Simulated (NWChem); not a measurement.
# Correlation energy of Zn

```
Zn
```
Charge 0, spin multiplicity 1.

Program: NWChem.

Basis set: def2-QZVP. Each correlation energy counts from its own Hartree-Fock reference.

The correlated methods keep 9 core orbitals frozen. No row is a measurement; the coupled-cluster row has its own basis-set and correlation limits.

Task: One of these methods gave a correlation energy of -510.5 mHa. Which?
A) CR-CCSD[T]
B) SCS-MP2
C) MP2
D) CCSD

Result: C, MP2. The others give -454.5 (SCS-MP2), -483.4 (CR-CCSD[T]), -469.0 (CCSD).
